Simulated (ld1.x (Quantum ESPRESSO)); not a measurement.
# Which change was made? (Ge, ultrasoft)

Ge (Z = 32), ultrasoft, made with ld1.x (Quantum ESPRESSO) 7.5 (PBE, scalar-relativistic). Core [Ar], reference 3d10 4s2 4p1.5 (charge +0.5). Waves: 4s (bound): rcut 1.45, rcutus 1.55 bohr; 4s channel at -0.15 Ry: rcut 1.45, rcutus 1.55 bohr; 4p (bound): rcut 2.10, rcutus 2.40 bohr; 4p channel at 0.6 Ry: rcut 2.10, rcutus 2.40 bohr; 3d (bound): rcut 1.35, rcutus 1.45 bohr; 3d channel at -2.15 Ry: rcut 1.35, rcutus 1.45 bohr. Local part: all-electron potential smoothed inside 2.10 bohr (lloc = -1). Core correction: none. Augmentation charge: PSQ, inside the norm-conserving radii.

Cutoffs, loose and tight: the cutoffs (Ry, on a coarse ladder) from which the occupation-weighted sum of valence levels, in a spherical-Bessel basis at the reference potential, stays within 10 and 1 mRy of its value at 400 Ry. They do not see the model core or the augmentation charge, which bear on the density cutoff. Test errors are all-electron minus pseudo excitation energies from the reference, over the configurations 3d10 4s2 4p2; 3d10 4s2 4p1; 3d10 4s2 4p0; 3d10 4s1 4p0; 3d9 4s2 4p2; 3d10 4s0 4p4; 3d10 4s1 4p2; variants that change the core or the reference have their own tests. The largest error is taken over the tests solved by every variant that gives reliable tests at all, those not shown here included: 3d10 4s2 4p0; 3d10 4s2 4p1; 3d10 4s2 4p2.

The base gives: outcome: generated; cutoff, loose: 55 Ry; cutoff, tight: 90 Ry; bound ghosts: s; largest test error (meV): -0.6.

(1) After one change the result is: outcome: generated; cutoff, loose: 55 Ry; cutoff, tight: 90 Ry; bound ghosts: none; largest test error (meV): -0.6. Which change was it?
A. all radii scaled by about 0.89 (s 1.38, p 2.12, d 1.28 bohr, rcut 1.28/1.86/1.20); local potential all-electron potential smoothed inside 1.86 bohr (lloc = -1)
B. augmentation built from norm-conserving waves at rcut, not smoothed further
C. waves 4s (bound): rcut 1.45, rcutus 2.08 bohr; 4s channel at -0.15 Ry: rcut 1.45, rcutus 2.08 bohr

## Answers

(1) C. The others give: all radii scaled by about 0.89 (s 1.38, p 2.12, d 1.28 bohr, rcut 1.28/1.86/1.20); local potential all-electron potential smoothed inside 1.86 bohr (lloc = -1) → outcome: failed: chargeps: negative rho | augmentation built from norm-conserving waves at rcut, not smoothed further → outcome: generated, overlap not positive; bound ghosts: not determined (overlap not positive); largest test error (meV): -0.6. A file whose overlap is not positive is unfit for use, and its test errors describe a broken file.
